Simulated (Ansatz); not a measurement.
silver atom (Ag), doublet (core potentials on Ag); B3LYP-D4/def2-TZVP (Ansatz, a quantum-chemistry and plane-wave program).

The Ansatz input:
Ansatz 0.2 input:
```yaml
crystal:
  periodic: [false, false, false]
  atoms:
    - {symbol: Ag, position_ang: [0.00000000, 0.00000000, 0.00000000]}
basis:
  gaussian:
    orbitals: def2-TZVP
hamiltonian:
  xc: b3lyp
  dispersion: d4
magnetization: {spin_polarized: true, initial_magnetization: 1}
```

Output, abridged:

```
Functional definition: B3LYP
349 factors; their error is unknown
mean field evaluation 1: about -3999.3739 eV, gradient 2.2e1 eV
mean field evaluation 2: about -3997.1489 eV, gradient 3.9e1 eV
mean field evaluation 4: about -4000.8420 eV, gradient 5.3e-2 eV
mean field evaluation 8: about -4000.8630 eV, gradient 7.4e-4 eV
mean field -4000.86295858 eV, -147.0290018454 hartree, gradient 4.5e-5 eV, S^2 0.750621; 0 other end points of the search recorded, 0 dependent functions left out
reference -4000.86311656 eV, -147.0290076511 hartree; 10, 9 occupied and 30, 31 virtual orbitals, 349 factors
Total energy: -4000.86311656 eV, -147.0290076511 hartree
```
